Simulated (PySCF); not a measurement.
C2H8OSSi. Atoms are numbered in the order given.

```xyz
13

C     -1.5619    -1.2366    -0.2965
Si    -0.0571    -0.2676     0.2338
C      1.5171    -1.2814     0.1502
O     -0.3944     0.2481     1.7905
S      0.3137     1.4268    -1.0726
H     -2.4655    -0.6078    -0.2665
H     -1.7230    -2.0923     0.3796
H     -1.4396    -1.6185    -1.3217
H      1.4397    -2.1547     0.8182
H      2.3960    -0.6928     0.4587
H      1.6967    -1.6464    -0.8739
H      0.2197     0.8918     2.1639
H     -0.9195     1.9619    -0.9152
```

The structure is a stationary point at B3LYP-D3(BJ)/def2-SVP. One conformer was computed; it need not be the lowest.

The numbers are results of PySCF with PBE/pcSseg-1, not measurements.

GIAO shieldings, no solvent; atoms listed in one row are averaged. δ = σ(ref) − σ: ¹³C against TMS (σ = 182.0 ppm); ²⁹Si against TMS (σ = 335.4 ppm); ¹⁷O against H2O (σ = 334.3 ppm); ³³S against H2S (σ = 706.5 ppm); ¹H against TMS (σ = 31.49 ppm), references at their B3LYP-D3(BJ)/def2-TZVP geometries, non-relativistic.

```csv
nucleus,atoms,count,δ (ppm)
¹³C,C1,1,6.1
¹³C,C3,1,5.1
²⁹Si,Si2,1,31.1
¹⁷O,O4,1,84.9
³³S,S5,1,56.4
¹H,H12,1,1.39
¹H,H13,1,0.84
¹H,"H6, H7, H8, H9, H10, H11",6,0.60
```
